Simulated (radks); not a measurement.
Values are calculated unless marked as measured or tabulated.
Effect of the nuclear size on the chlorine ion Cl3+, [Ne] 3s2 3p2. Code: a radial shooting solver on a logarithmic mesh with Libxc functionals. Model: Dirac Kohn-Sham, PBE, spin-unpolarised, spherical densities, finite nucleus; open shells are shared between the two j in proportion to 2j + 1; Fermi nuclear charge, rms radius 3.3654 fm. The rms radius is varied about that value; shifts are against it.

\begin{tabular}{lrrrr}
rms radius (fm) & total energy shift (eV) & density at nucleus (e/bohr^3) & 1s1/2 shift (meV) & 2s1/2 shift (meV) \\ \hline
2.8 & -0.00433 & 3613 & -1.81 & -0.131 \\
3.1164 & -0.00200 & 3606 & -0.839 & -0.061 \\
3.3654 & 0 & 3601 & 0.000 & 0.000 \\
3.5269 & 0.00138 & 3598 & 0.578 & 0.042 \\
4.1159 & 0.00695 & 3587 & 2.91 & 0.211 \\
\end{tabular}

Slopes of the eigenvalues against <r^2> in GHz/fm^2, as finite differences over the two radii next to the reference (eigenvalue slopes, not the field-shift constants of lines): 1s1/2 126, 2s1/2 9.10.
